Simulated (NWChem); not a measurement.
System: MoHS2OCl; SMILES [O]=[Mo](=[S])([SH])[Cl]

The following NWChem deck was run.

```
start job
memory heap 200 mb stack 900 mb global 1100 mb
geometry units angstroms noautoz
  Mo     0.039547     0.004839     0.229675
  O     -0.003325     0.058249     1.885535
  S      2.042148     0.041760    -0.418165
  Cl    -0.990735    -1.856184    -0.540800
  S     -0.998375     1.951280    -0.468019
  H     -0.413085     1.974077    -1.689445
end
basis spherical
  * library def2-svp
end
ecp
  Mo library def2-ecp
end
dft
  xc xpbe96 cpbe96
  grid xcoarse
  iterations 150
  mulliken
end
task dft gradient
```

Excerpt of the output:

```
             Northwest Computational Chemistry Package (NWChem) 7.3.0
             --------------------------------------------------------

 C1  symmetry detected

                             Geometry "geometry" -> ""
                             -------------------------

 Output coordinates in angstroms (scale by  1.889725989 to convert to a.u.)

  No.       Tag          Charge          X              Y              Z
 ---- ---------------- ---------- -------------- -------------- --------------
    1 Mo                  42.0000     0.04623778    -0.01571998     0.23096963
    2 O                    8.0000     0.10846597     0.08038966     1.88428556
    3 S                   16.0000     1.99014667     0.17905266    -0.55309187
    4 Cl                  17.0000    -0.86164049    -1.98119804    -0.42566755
    5 S                   16.0000    -1.20605314     1.81134560    -0.43708006
    6 H                    1.0000    -0.70732267     1.85111659    -1.69590958

 Effective nuclear repulsion energy (a.u.)     798.1193372129

 Summary of "ao basis" -> "ao basis" (spherical)
 ------------------------------------------------------------------------------
       Tag                 Description            Shells   Functions and Types
 ---------------- ------------------------------  ------  ---------------------
 Mo                         def2-svp                11       31   5s3p2d1f
 O                          def2-svp                 6       14   3s2p1d
 S                          def2-svp                 8       18   4s3p1d
 Cl                         def2-svp                 8       18   4s3p1d
 H                          def2-svp                 3        5   2s1p

            General Information
            -------------------
          SCF calculation type: DFT
          Wavefunction type:  closed shell.
          No. of atoms     :     6
          No. of electrons :    72
           Alpha electrons :    36
            Beta electrons :    36
          Charge           :     0
          Spin multiplicity:     1
          Use of symmetry is: off; symmetry adaption is: off
          Maximum number of iterations: 150
          AO basis - number of functions:   104
                     number of shells:    44
          Convergence on energy requested:  1.00D-06
          Convergence on density requested:  1.00D-05
          Convergence on gradient requested:  5.00D-04

              XC Information
              --------------
          PerdewBurkeErnzerhof Exchange Functional  1.000
            Perdew 1991 LDA Correlation Functional  1.000 local
           PerdewBurkeErnz. Correlation Functional  1.000 non-local

             Grid Information
             ----------------
          Grid used for XC integration:  xcoarse
          Radial quadrature: Mura-Knowles
          Angular quadrature: Lebedev.
          Tag              B.-S. Rad. Rad. Pts. Rad. Cut. Ang. Pts.
          ---              ---------- --------- --------- ---------
          Mo                  1.45       84           8.0       194
          O                   0.60       21          10.0       194
          S                   1.00       42           9.0       194
          Cl                  1.00       42          10.0       194
          H                   0.35       21          10.0       194
          Grid pruning is: on
          Number of quadrature shells:   252
          Spatial weights used:  Erf1

      Superposition of Atomic Density Guess
      -------------------------------------

 Sum of atomic energies:       -1406.50057692

      Non-variational initial energy
      ------------------------------

 Total energy =   -1397.123630
 1-e energy   =   -2738.947180
 2-e energy   =     946.968190
 HOMO         =      -0.329923
 LUMO         =      -0.067203

     ---------------------------------------------
      Total Density - Mulliken Population Analysis
     ---------------------------------------------

    Atom       Charge   Shell Charges
 -----------   ------   -------------------------------------------------------
    1 Mo  14    11.64  -0.39  1.55  0.87  0.38  0.05  5.94  0.38  0.16  2.10  0.54  0.06
    2 O    8     9.01   1.99  1.16  0.75  3.14  1.95  0.01
    3 S   16    16.74   2.00  1.99  1.25  0.65  5.94  1.93  2.94  0.03
    4 Cl  17    17.43   2.00  1.99  1.23  0.72  5.94  2.17  3.37  0.01
    5 S   16    16.43   2.00  1.99  1.21  0.62  5.94  1.82  2.83  0.03
    6 H    1     0.76   0.56  0.17  0.03

   convergence    iter        energy       DeltaE   RMS-Dens  Diis-err
 ---------------- ----- ----------------- --------- --------- ---------
 d= 0,ls=0.0,diis     1  -1399.2247933892 -1.79D+03  6.21D-02  4.26D+00
 d= 0,ls=0.0,diis     2  -1388.3450149394  1.09D+01  5.50D-02  6.06D+01
 d= 0,ls=0.0,diis     3  -1399.2317763371 -1.09D+01  2.05D-02  4.15D+00
 d= 0,ls=0.0,diis     4  -1399.5327339364 -3.01D-01  1.56D-02  1.74D+00
 d= 0,ls=0.0,diis     5  -1399.4825821530  5.02D-02  1.04D-02  2.00D+00
 d= 0,ls=0.0,diis     6  -1399.7763787823 -2.94D-01  2.85D-03  4.44D-02
  Resetting Diis
 d= 0,ls=0.0,diis     7  -1399.7791810268 -2.80D-03  1.69D-03  2.30D-02
 d= 0,ls=0.0,diis     8  -1399.7830775972 -3.90D-03  2.21D-03  3.74D-03
 d= 0,ls=0.0,diis     9  -1399.7713158562  1.18D-02  1.87D-03  9.32D-02
 d= 0,ls=0.0,diis    10  -1399.7833340327 -1.20D-02  3.63D-04  1.79D-03
 d= 0,ls=0.0,diis    11  -1399.7835785231 -2.44D-04  9.31D-05  7.56D-05
 d= 0,ls=0.0,diis    12  -1399.7835888590 -1.03D-05  3.71D-05  3.83D-05
 d= 0,ls=0.0,diis    13  -1399.7835925011 -3.64D-06  1.69D-05  3.20D-06
 d= 0,ls=0.0,diis    14  -1399.7835929018 -4.01D-07  7.56D-06  7.51D-07

         Total DFT energy =    -1399.783592901803
      One electron energy =    -2741.750838199316
           Coulomb energy =     1042.896914711059
    Exchange-Corr. energy =      -95.785029539548
 Nuclear repulsion energy =      394.855360126003

 Numeric. integr. density =       72.001007225758

                       DFT Final Molecular Orbital Analysis
                       ------------------------------------

 Vector   34  Occ=2.000000D+00  E=-2.907628D-01
              MO Center=  3.3D-01,  1.9D-02, -3.2D-01, r^2= 5.1D+00
   Bfn.  Coefficient  Atom+Function         Bfn.  Coefficient  Atom+Function
  ----- ------------  ---------------      ----- ------------  ---------------
    76      0.298871  4 Cl pz                56      0.246613  3 S  px
    57     -0.227535  3 S  py                73      0.221475  4 Cl pz
    53      0.209987  3 S  px                92     -0.194345  5 S  px
    15     -0.188021  1 Mo d -2              54     -0.187022  3 S  py
    89     -0.146329  5 S  px                93     -0.144858  5 S  py

 Vector   35  Occ=2.000000D+00  E=-2.620084D-01
              MO Center= -6.0D-02,  5.7D-01, -3.7D-01, r^2= 5.2D+00
   Bfn.  Coefficient  Atom+Function         Bfn.  Coefficient  Atom+Function
  ----- ------------  ---------------      ----- ------------  ---------------
    57      0.343272  3 S  py                93     -0.316798  5 S  py
    92     -0.287199  5 S  px                54      0.265648  3 S  py
    74      0.238006  4 Cl px                90     -0.228182  5 S  py
    89     -0.214504  5 S  px                71      0.171915  4 Cl px
    51      0.149812  3 S  py                15      0.140125  1 Mo d -2

 Vector   36  Occ=2.000000D+00  E=-2.543019D-01
              MO Center=  1.3D+00,  2.1D-01, -1.2D-01, r^2= 3.4D+00
   Bfn.  Coefficient  Atom+Function         Bfn.  Coefficient  Atom+Function
  ----- ------------  ---------------      ----- ------------  ---------------
    58      0.463794  3 S  pz                55      0.352088  3 S  pz
    35     -0.249467  2 O  px                56      0.243158  3 S  px
    52      0.199091  3 S  pz                38     -0.185611  2 O  px
    53      0.180566  3 S  px                92      0.139290  5 S  px
     8     -0.134301  1 Mo pz                37     -0.119710  2 O  pz

 Vector   37  Occ=0.000000D+00  E=-1.538211D-01
              MO Center= -1.2D-02,  1.5D-01, -2.2D-02, r^2= 3.4D+00
   Bfn.  Coefficient  Atom+Function         Bfn.  Coefficient  Atom+Function
  ----- ------------  ---------------      ----- ------------  ---------------
    19      0.625275  1 Mo d  2              18     -0.352002  1 Mo d  1
    58     -0.286831  3 S  pz                92      0.281789  5 S  px
    24      0.210434  1 Mo d  2              74      0.211251  4 Cl px
    16      0.162670  1 Mo d -1              89      0.161360  5 S  px
    55     -0.154808  3 S  pz                76      0.148632  4 Cl pz

 Vector   38  Occ=0.000000D+00  E=-1.492762D-01
              MO Center=  5.5D-01,  3.7D-02,  4.4D-02, r^2= 3.1D+00
   Bfn.  Coefficient  Atom+Function         Bfn.  Coefficient  Atom+Function
  ----- ------------  ---------------      ----- ------------  ---------------
    15      0.552321  1 Mo d -2              57     -0.443696  3 S  py
    16     -0.439657  1 Mo d -1              54     -0.250425  3 S  py
    36      0.209661  2 O  py                39      0.187380  2 O  py
    18     -0.185008  1 Mo d  1              85      0.185090  5 S  s
    20      0.176470  1 Mo d -2             101     -0.160311  6 H  s

[...]

                         DFT ENERGY GRADIENTS

    atom               coordinates                        gradient
                 x          y          z           x          y          z
   1 Mo      0.087377  -0.029706   0.436469    0.010918   0.003679   0.029416
   2 O       0.204971   0.151914   3.560783   -0.001587  -0.002444  -0.038010
   3 S       3.760832   0.338360  -1.045192   -0.014875  -0.001236   0.005732
   4 Cl     -1.628264  -3.743921  -0.804395    0.002149   0.004773   0.001410
   5 S      -2.279110   3.422947  -0.825962    0.005091  -0.004828  -0.002687
   6 H      -1.336646   3.498103  -3.204804   -0.001696   0.000056   0.004139
```

Level: PBE/def2-SVP with def2 effective core potentials on Mo. Geometry: optimised at PBE0/def2-SVP. Not confirmed as a minimum by frequencies. def2 effective core potentials on Mo; no spin-orbit coupling.
